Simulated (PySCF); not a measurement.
## Electron correlation in F⁺ (fluorine, charge +1)

[He] 2s2 2p4, high-spin 3P determinant. All numbers are calculated (PySCF 2.14, scalar relativity by spin-free X2C-1e, in aug-cc-pVQZ-DK). Frozen: 1s2; 6 electrons correlated.

MP2 pair energies summed by pair of shells (mhartree):

```
 pair  energy  share (%)
2s-2p  -74.59       46.6
2p-2p  -73.99       46.2
2s-2s  -11.43        7.1
```

Total MP2 correlation energy: -160.00 mhartree.

Same-spin part -37.69 and opposite-spin part -122.31 mhartree; SCS-MP2 scales them by 1/3 and 6/5 to -159.34 mhartree.
